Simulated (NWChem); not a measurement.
# BSiH4F; SMILES FB[SiH3]

All runs: NWChem. The level has its own optimisation; frequencies are unscaled.

Question: Estimate the computed values for PBE-D3(BJ)/def2-SVP. Quantities: r B–F (Å); r B–H (Å); r B–Si (Å); highest harmonic frequency (cm⁻¹); lowest (cm⁻¹); zero-point energy (kcal/mol); dipole (D).

Answer: 
| Quantity | Value |
|---|---|
| r B–F (Å) | 1.331 |
| r B–H (Å) | 1.224 |
| r B–Si (Å) | 2.042 |
| highest harmonic frequency (cm⁻¹) | 2509 |
| lowest (cm⁻¹) | 60 |
| zero-point energy (kcal/mol) | 23.7 |
| dipole (D) | 0.31 |
